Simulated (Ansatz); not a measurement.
Two isomers of CH7NSSi: A = `CN[SiH2]S`, B = `NCS[SiH3]`.

Computed with Ansatz on PBE0-D4/def2-TZVP structures; ΔE is electronic, products minus reactants. CCSD(T)/CBS adds triple-zeta CCSD(T) − MP2 to the extrapolated MP2 energy (def2 sets, frozen cores). DFT in def2-TZVPP. Each species was taken in one conformer, which may not be the lowest.

A:

```xyz
11

C    -0.825   -0.583   -1.483
N    -0.373    0.351   -0.475
Si    0.527   -0.055    0.914
S     1.703    1.664    1.406
H    -1.862   -0.908   -1.337
H    -0.740   -0.153   -2.485
H    -0.196   -1.476   -1.460
H    -0.834    1.246   -0.501
H     1.333   -1.245    0.537
H    -0.230   -0.387    2.157
H     1.496    1.547    2.727
```

B:

```xyz
11

N     0.334   -0.817    2.052
C    -0.318   -0.418    0.834
S     0.387    1.193    0.315
Si    0.063    1.046   -1.779
H    -0.157   -1.582    2.495
H     1.291   -1.097    1.883
H    -1.382   -0.278    1.033
H    -0.214   -1.119   -0.005
H     0.709   -0.178   -2.327
H     0.670    2.261   -2.376
H    -1.383    0.990   -2.126
```

(1) Which isomer does CCSD(T)/CBS put lower? Give the gap. (Best estimate.)

(2) Give E(B) − E(A) in kcal/mol with CCSD(T)/def2-TZVPP, BLYP-D4, PBE0-D4, MP2/def2-TZVPP, CCSD(T)/def2-SVP, ωB97M-V, LDA (SPW92). (Best estimate.)

(3) Does the order hold for the free energy at 298.15 K (harmonic terms from PBE0-D4)? (An estimate is asked.)

Largest T1 diagnostic: 0.011.

## Answers

(1) The calculation gave: A, by 25.2 kcal/mol.

(2) Computed: CCSD(T)/def2-TZVPP 25.3, BLYP-D4 24.1, PBE0-D4 24.0, MP2/def2-TZVPP 25.7, CCSD(T)/def2-SVP 24.4, ωB97M-V 25.4, LDA (SPW92) 23.8. None reverses the order clearly.

(3) Computed: Yes: G(B) − G(A) = +25.2 kcal/mol, for one conformer each. Modes under 60 cm⁻¹, often nearly free rotors, make the harmonic entropy too high.

From PBE to PBE0 (25 % exact exchange), in def2-TZVPP and without D4, E(B) − E(A) moves by +1.2 kcal/mol. At CCSD(T), def2-SVP lies −0.8 kcal/mol from the extrapolated value and def2-TZVPP +0.1 kcal/mol.
